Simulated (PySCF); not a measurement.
Static response to an electric field

C3H3NSe.
Structure used (PBE0-D3(BJ)/def2-SVP), in Å, numbered top down from 1:
```
atom  x, y, z in Å
C1    -0.5561   -0.7947   -0.1431
C2    -1.0623    0.4535    0.0850
Se3    0.3181    1.6716    0.2721
C4     1.4263    0.1860   -0.0096
N5     0.8034   -0.9289   -0.1929
H6    -1.1783   -1.6812   -0.2862
H7    -2.1100    0.7417    0.1548
H8     2.5152    0.2852   -0.0130
```

Level: CAM-B3LYP/def2-SVPD (PySCF), static field, nuclei fixed, core orbitals frozen in the response. The polarisability tensor in these axes (au):

```
x   69.14  1.19 -0.28
y    1.19 77.16  5.88
z   -0.28  5.88 44.49
```

**Question.** What are the eigenvalues, a third of the trace, and Δα (Δα² = ½Σ(αi − αj)² over the three pairs)?

**Answer.** Principal values 43.46, 69.01 and 78.32 au; mean 63.60 au = 9.42 Å³ = 10.49 × 10⁻⁴⁰ C²·m²/J; Δα = 31.27 au (49 % of the mean).

**Question.** What is the dipole moment, and where does it point?

**Answer.** (-0.77, 1.49, 0.28) D, 1.70 D in size, pointing from the negative to the positive side. Measured along this direction, the outermost atoms are N5 at the negative end and H7 at the positive end.

**Question.** What depolarisation ratio follows for Rayleigh scattering of linearly polarised light, taking the static tensor?

**Answer.** ρ = 3Δα²/(45ᾱ² + 4Δα²) = 2932.9/(182003 + 3910.6) = 0.0158.

**Question.** Find the Langevin capture rate constant for O2+ (31.990 u) meeting this molecule (132.943 u), k = 2.342 × 10⁻⁹ cm³/s × √(α in Å³ / reduced mass in u).

**Answer.** The reduced mass is 25.79 u, so k = 1.42 × 10⁻⁹ cm³/s. The formula leaves out the permanent dipole, which adds to the capture rate.

**Question.** Orientational against electronic polarisability at 298 K (dilute gas, rigid molecules)?

**Answer.** In Gaussian units μ²/3kT = 23.37 Å³ against 9.42 Å³, a ratio of 2.48; the Debye molar polarisation (4π/3)N_A(α + μ²/3kT) is 82.7 cm³/mol, leaving out the vibrational part.

**Question.** Traceless (Buckingham) quadrupole moment about the centre of nuclear charge: eigenvalues?

**Answer.** -5.87, -3.96, 9.83 D·Å. The values depend on the origin, since the dipole doesn't vanish. The electronic extent ⟨r²⟩ about the same centre is 490 bohr², a root-mean-square distance of 1.49 Å for the 62 electrons.

Geometry: PBE0-D3(BJ)/def2-SVP; no solvent, vibrations or thermal averaging. The calculation is non-relativistic, for selenium too.
